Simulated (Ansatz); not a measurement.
As$_{2}$, charge -1, doublet (typed; the unrestricted solution is spin-contaminated), geometry from GFN2-xTB (a state made from the parent by changing its charge; the spin is typed, not shown lowest) (a gas-phase anion, which may not be bound at this level); HF/def2-SVP run with Ansatz (a quantum-chemistry and plane-wave program).

Ansatz was given this input:
Ansatz 0.2 input:
```yaml
crystal:
  periodic: [false, false, false]
  atoms:
    - {symbol: As, position_ang: [-0.00000000, -0.00000000, -1.07788890]}
    - {symbol: As, position_ang: [0.00000000, 0.00000000, 1.07788890]}
basis:
  gaussian:
    orbitals: def2-SVP
hamiltonian:
  xc: hf
total_charge: -1
magnetization: {spin_polarized: true, initial_magnetization: 1}
```

What the program printed (banner, timings and long lists left out):

```
Functional definition: HF
629 factors; integrals over basis functions are off by at most 6.6e-4 eV
mean field evaluation 1: about -121575.9254 eV, gradient 8.7e0 eV
mean field evaluation 2: about -121575.9372 eV, gradient 8.7e0 eV
mean field evaluation 4: about -121576.4757 eV, gradient 1.1e0 eV
mean field evaluation 8: about -121576.4908 eV, gradient 9.2e-4 eV
mean field evaluation 16: about -121576.6915 eV, gradient 4.9e-2 eV
mean field evaluation 32: about -121576.6916 eV, gradient 2.8e-2 eV
mean field evaluation 64: about -121567.3677 eV, gradient 2.3e1 eV
mean field evaluation 96: about -121576.4860 eV, gradient 4.1e-1 eV
mean field evaluation 128: about -121576.4898 eV, gradient 2.8e-1 eV
mean field -121576.69162472 eV, -4467.8610095671 hartree, gradient 2.3e-5 eV, S^2 1.257750; 5 other end points of the search recorded, 0 dependent functions left out
reference -121576.69162472 eV, -4467.8610095671 hartree; 34, 33 occupied and 30, 31 virtual orbitals, 629 factors
Total energy: -121576.69162472 eV, -4467.8610095671 hartree
```
